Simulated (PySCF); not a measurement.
This PySCF input asks for the NMR shieldings of SMILES CC[P@@]1(=S)C[C@H]1[SiH3], C4H11PSSi; the geometry comes from GFN2-xTB.

```python
import basis_set_exchange as bse
import numpy as np
from pyscf import gto, dft
from pyscf.prop import nmr

atoms = """
C    -1.950538   -0.517446   -1.198154
C    -1.438983   -0.593347    0.232929
P    -0.542730    0.967220    0.641640
S    -1.541739    2.632243    0.677032
C     0.890345    0.600099    1.696190
C     1.219598    0.843123    0.198177
Si    2.030282   -0.525095   -0.819669
H    -2.565780   -1.383668   -1.432762
H    -1.116953   -0.478009   -1.897934
H    -2.551632    0.381743   -1.329718
H    -2.274001   -0.669193    0.935783
H    -0.769934   -1.440916    0.379902
H     1.038314   -0.405395    2.067448
H     1.211658    1.363740    2.394386
H     1.644611    1.828903    0.020328
H     1.752744   -0.284263   -2.234455
H     1.492551   -1.827644   -0.416325
H     3.463428   -0.485776   -0.533119
"""
names = dict.fromkeys(["C", "P", "S", "Si", "H"], "pcSseg-1")
basis = {el: gto.basis.parse(bse.get_basis(n, elements=[el], fmt="nwchem")) for el, n in names.items()}
mol = gto.M(atom=atoms, basis=basis, charge=0, verbose=0)
mf = dft.RKS(mol, xc="PBE0")
mf.grids.level = 2
mf.grids.alignment = dft.numint.BLKSIZE   # the property module wants whole blocks of grid points
mf.conv_tol = 1e-9
mf.kernel()

calc = nmr.RKS(mf)   # GIAO
C = mf.mo_coeff
Co = C[:, mf.mo_occ > 0]
resp = mf.gen_response(singlet=True, hermi=2)
def vind(x):   # induced exchange potential for any number of trial vectors
    d = np.einsum("pi,xij,qj->xpq", C, 2 * x.reshape(-1, C.shape[1], Co.shape[1]), Co, optimize=True)
    return np.einsum("xpq,pi,qj->xij", resp(d - d.transpose(0, 2, 1)), C, Co, optimize=True).ravel()
mo1, _ = nmr.rhf.solve_mo1(calc, with_cphf=vind)
sigma = calc.kernel(mo1)
for i, s in enumerate(sigma):   # ppm
    w = np.linalg.eigvalsh((s + s.T) / 2)
    print("%2d %-2s iso %8.1f  s11 %8.1f  s22 %8.1f  s33 %8.1f" % (i, mol.atom_pure_symbol(i), w.mean(), *w))
```

Task: What are the results?

Result: 
```
 0 C  iso    175.4  s11    163.9  s22    176.1  s33    186.2
 1 C  iso    154.5  s11    134.8  s22    148.4  s33    180.4
 2 P  iso    399.4  s11    235.3  s22    244.4  s33    718.5
 3 S  iso    822.4  s11    597.5  s22    776.0  s33   1093.7
 4 C  iso    165.1  s11    135.9  s22    167.6  s33    191.8
 5 C  iso    175.8  s11    138.8  s22    187.3  s33    201.4
 6 Si iso    417.4  s11    381.6  s22    405.4  s33    465.3
 7 H  iso     30.4  s11     25.3  s22     27.0  s33     38.8
 8 H  iso     30.8  s11     25.3  s22     30.9  s33     36.3
 9 H  iso     29.7  s11     24.2  s22     30.2  s33     34.6
10 H  iso     29.6  s11     25.0  s22     28.4  s33     35.4
11 H  iso     30.4  s11     25.6  s22     29.5  s33     36.0
12 H  iso     30.8  s11     25.7  s22     28.4  s33     38.3
13 H  iso     30.1  s11     25.3  s22     26.6  s33     38.2
14 H  iso     30.9  s11     25.1  s22     28.7  s33     38.9
15 H  iso     27.4  s11     23.5  s22     25.8  s33     32.9
16 H  iso     28.2  s11     24.4  s22     27.9  s33     32.4
17 H  iso     27.5  s11     23.5  s22     25.0  s33     33.9
```

These numbers come from an equivalent density-fitted implementation of the same equations, which agrees with the script to about 0.01 ppm for H and up to a few tenths of a ppm for heavy atoms, so last digits may differ.

Task: Turn these shieldings into chemical shifts. δ = σ(ref) − σ, references computed at the same level: TMS for $^{13}$C (σref 186.93) and $^{29}$Si (σref 349.16) and $^{1}$H (σref 31.72); $^{31}$P (σref 318.38) against H3PO4; $^{33}$S (σref 503.73) vs CS2.

Result: Averaging equivalent atoms: C 1: 32.4; C 4: 21.8; C 0: 11.5; C 5: 11.1; P 2: -81.0; S 3: -319; Si 6: -68.3; H 15/16/17: 4.02; H 10: 2.12; H 13: 1.66; H 7/8/9: 1.44; H 11: 1.36; H 12: 0.92; H 14: 0.82 ppm. Experimental scales use liquid or dissolved standards, which lie at an offset from isolated H3PO4.

Size and cost of the density-fitted run: 195 basis functions, roughly 90 core-seconds.
